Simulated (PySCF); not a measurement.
[Mo(OH)5(NH2)], neutral singlet in the gas phase. 

Cartesian coordinates (Å):
```xyz
14

Mo    -0.2264    -0.1963     0.2278
O     -1.5125    -0.2080    -1.2061
H     -1.8603    -1.1209    -1.3022
O     -1.0594     0.3099     1.8598
H     -0.6938     1.0238     2.4146
O      1.1429    -0.2451    -1.1515
H      0.7140    -0.1393    -2.0243
O      1.2893    -0.8168     1.2302
H      2.0341    -1.1036     0.6657
O     -0.9924    -1.9902     0.3494
H     -0.5730    -2.5063     1.0658
N     -0.0725     1.7731     0.0049
H     -0.7283     2.4589     0.3923
H      0.4247     2.1778    -0.7938
```
Charge 0, multiplicity 1.

All levels are single points at this geometry (TPSS-D3(BJ)/def2-SVP); Pople sets use spherical d functions. Orbital energies aren't observables, and empty levels follow the basis.

M06-2X/6-31G* (LANL2DZ on Mo) in PySCF gives dipole (D) = 1.90.

Question: Estimate the dipole (D) from each of these levels: B3LYP-D3(BJ)/def2-TZVP in PySCF; TPSSh-D3(BJ)/def2-TZVP in PySCF; B3LYP/LANL2DZ in PySCF; PBE/6-31G* (LANL2DZ on Mo) in PySCF; HF/6-31G* (LANL2DZ on Mo) in PySCF.

Answer: 
| level | dipole (D) |
|---|---|
| B3LYP-D3(BJ)/def2-TZVP in PySCF | 1.66 |
| TPSSh-D3(BJ)/def2-TZVP in PySCF | 1.61 |
| B3LYP/LANL2DZ in PySCF | 2.02 |
| PBE/6-31G* (LANL2DZ on Mo) in PySCF | 1.61 |
| HF/6-31G* (LANL2DZ on Mo) in PySCF | 2.12 |
